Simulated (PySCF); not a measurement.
C3H5, SMILES [CH2]C=C, multiplicity 2. Atoms are numbered in the order given.

```xyz
8

C      0.0000    -1.2211    -0.1973
C      0.0000     0.0000     0.4474
C      0.0000     1.2211    -0.1973
H      0.0000    -1.2768    -1.2808
H      0.0000    -2.1525     0.3550
H      0.0000     0.0000     1.5353
H      0.0000     1.2768    -1.2808
H      0.0000     2.1525     0.3550
```
Charge 0, spin multiplicity 2.

The structure is a stationary point at ωB97X-D3(BJ)/def2-TZVP.

Method: ωB97X/def2-TZVPD run with PySCF.

Mulliken values depend strongly on the basis, most of all with diffuse functions as here. ESP charges are fitted to the potential on shells at 1.4 to 2.0 van der Waals radii. Atomic charges (e):

| atom | meta-Löwdin | ESP fit | Mulliken spin |
|---|---|---|---|
| C1 | -0.24 | ___ | 0.36 |
| C2 | -0.10 | ___ | 0.05 |
| C3 | -0.24 | ___ | 0.36 |
| H4 | 0.11 | ___ | 0.06 |
| H5 | 0.12 | ___ | 0.06 |
| H6 | 0.11 | ___ | -0.02 |
| H7 | 0.11 | ___ | 0.06 |
| H8 | 0.12 | ___ | 0.06 |

Question: Some entries are withheld; supply them. (An estimate is asked for; the answer gives what the named calculation found.)

Answer: 
- C1, ESP fit: -0.52
- C2, ESP fit: 0.13
- C3, ESP fit: -0.52
- H4, ESP fit: 0.21
- H5, ESP fit: 0.19
- H6, ESP fit: 0.10
- H7, ESP fit: 0.21
- H8, ESP fit: 0.19
